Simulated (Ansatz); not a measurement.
CdH$_{8}$N$_{2}$Si$_{2}$ (`[NH2][Cd][N]([SiH3])[SiH3]`) at its PBE0-D4/def2-TZVP geometry, where that method's forces vanish. The species carries charge 0 and has multiplicity 1. Cd: def2 effective core potential.

```json
{"atom": "N1", "x (Å)": "-1.494", "y (Å)": "-1.581", "z (Å)": "2.720"}
{"atom": "Cd2", "x (Å)": "-0.656", "y (Å)": "-0.708", "z (Å)": "1.127"}
{"atom": "N3", "x (Å)": "0.256", "y (Å)": "0.283", "z (Å)": "-0.380"}
{"atom": "Si4", "x (Å)": "1.165", "y (Å)": "1.688", "z (Å)": "0.006"}
{"atom": "Si5", "x (Å)": "0.069", "y (Å)": "-0.324", "z (Å)": "-1.975"}
{"atom": "H6", "x (Å)": "-1.182", "y (Å)": "-2.538", "z (Å)": "2.840"}
{"atom": "H7", "x (Å)": "-2.505", "y (Å)": "-1.615", "z (Å)": "2.649"}
{"atom": "H8", "x (Å)": "1.125", "y (Å)": "1.900", "z (Å)": "1.482"}
{"atom": "H9", "x (Å)": "2.595", "y (Å)": "1.568", "z (Å)": "-0.405"}
{"atom": "H10", "x (Å)": "0.625", "y (Å)": "2.915", "z (Å)": "-0.648"}
{"atom": "H11", "x (Å)": "-0.631", "y (Å)": "0.637", "z (Å)": "-2.877"}
{"atom": "H12", "x (Å)": "1.377", "y (Å)": "-0.650", "z (Å)": "-2.615"}
{"atom": "H13", "x (Å)": "-0.744", "y (Å)": "-1.576", "z (Å)": "-1.925"}
```

Problem. For each bond, give half the difference of the two atoms' forces along it (eV/Å; positive pushes the atoms apart) under PBE-D4, r2SCAN-D4, B3LYP-D4, ωB97M-V in def2-TZVPP. (Estimate.)

Solution. Computed: 
```
   bond  length (Å)  PBE-D4  r2SCAN-D4  B3LYP-D4  ωB97M-V
 N1–Cd2       2.001   -0.01      -0.02      0.11     0.00
  N1–H6       1.014    0.28       0.06     -0.04    -0.05
  N1–H7       1.013    0.28       0.06     -0.04    -0.05
 Cd2–N3       2.021   -0.12      -0.03      0.05     0.00
 N3–Si4       1.718    0.17       0.05      0.08     0.10
 N3–Si5       1.717    0.19       0.06      0.09     0.09
 Si4–H8       1.492    0.01      -0.04     -0.10    -0.10
 Si4–H9       1.492    0.04      -0.02     -0.08    -0.13
Si4–H10       1.492    0.04      -0.02     -0.08    -0.12
Si5–H11       1.492    0.04      -0.02     -0.08    -0.13
Si5–H12       1.492    0.04      -0.02     -0.08    -0.13
Si5–H13       1.493    0.00      -0.05     -0.10    -0.09
```

B3LYP here is the variant with VWN-RPA as its local correlation; programs differ in this.
